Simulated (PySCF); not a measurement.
## Br²⁺: excitation energy

Br²⁺ [Ar] 3d10 4s2 4p3 (4S) → Br²⁺ [Ar] 3d10 4s1 4p3 5s1 (6S), as a difference of total energies. Calculation: PySCF 2.14, in aug-cc-pVQZ-PP with ECP10MDF (7s6p5d3f2g, 89 functions); scalar relativity through the core potential. Correlated levels: valence: 3s2 3p6 3d10 frozen. The calculations carry no spin-orbit coupling.

```tsv
method	excitation energy (eV)
UHF	25.843
LDA	28.550
PBE	28.252
PBE0	28.012
r2SCAN	27.981
B2PLYP	28.258
BP86	28.315
wB97X	28.876
MP2 (valence)	27.255
SCS-MP2 (valence)	27.821
```

**Question.** How much does correlation contribute at MP2 (valence)?

**Answer.** 27.255 − (25.843) = 1.412 eV, measured against UHF.

The promoted electron is Rydberg-like, and one or two diffuse shells describe it only roughly, which tends to raise the upper state.
